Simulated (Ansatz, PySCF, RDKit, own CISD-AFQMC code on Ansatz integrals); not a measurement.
Isomers of CH2N2. Isolated molecules, 0 K electronic values unless said otherwise. Strings in code marks are SMILES.

Quantity: electronic energy of isomers of CH2N2 relative to `N#CN`, in kcal/mol. AFQMC values (own CISD-AFQMC code on Ansatz (an electronic-structure program) integrals) carry a statistical error of up to ±0.35 kcal/mol (one standard error) and the bias of the phaseless constraint. Force-field values (RDKit) are differences of steric energies, which aren't made for comparing isomers with other bonds.

Level 1: composite: frozen-core CCSD(T) with HF/cc-pV5Z and the correlation energy extrapolated as X^-3 from cc-pVQZ and cc-pV5Z, plus phaseless AFQMC minus CCSD(T) in cc-pVDZ // B3LYP-D3(BJ)/def2-TZVP (Ansatz)
Level 2: PBE-D3(BJ)/def2-TZVP // B3LYP-D3(BJ)/def2-TZVP (PySCF)
Level 3: r2SCAN/cc-pVTZ // B3LYP-D3(BJ)/def2-TZVP (Ansatz)
Level 4: MMFF94, relaxed from the DFT geometry (RDKit)

```tsv
species	level 1	level 2	level 3	level 4
`N=C=N`	3.13	-3.07	-2.90	3.12
```
